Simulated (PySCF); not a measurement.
Computed shifts of a molecule C4H6BFO, PBE/pcSseg-1 (PySCF), GIAO, gas phase, equivalent atoms averaged, in ppm (number of nuclei): ¹⁹F: -107.1 (1). ¹³C: 134.6 (1), 134.1 (1), 75.7 (1), 14.9 (1). ¹H: 6.25 (1), 5.92 (1), 5.33 (2), 1.85 (2). References: ¹⁹F against CFCl3 (σ = 133.6 ppm); ¹¹B against BF3 (σ = 83.9 ppm); ¹³C against TMS (σ = 182.0 ppm); ¹⁷O against H2O (σ = 334.3 ppm); ¹H against TMS (σ = 31.49 ppm), references at their B3LYP-D3(BJ)/def2-TZVP geometries, non-relativistic. Geometry: B3LYP-D3(BJ)/def2-SVP. The values are those of a single conformer.

Pick the molecule that these values belong to.
A. CC#CB(O)CF
B. OB1CC(=CF)C1
C. FB1CC=CCO1
D. C#CB(CF)OC

C, FB1CC=CCO1
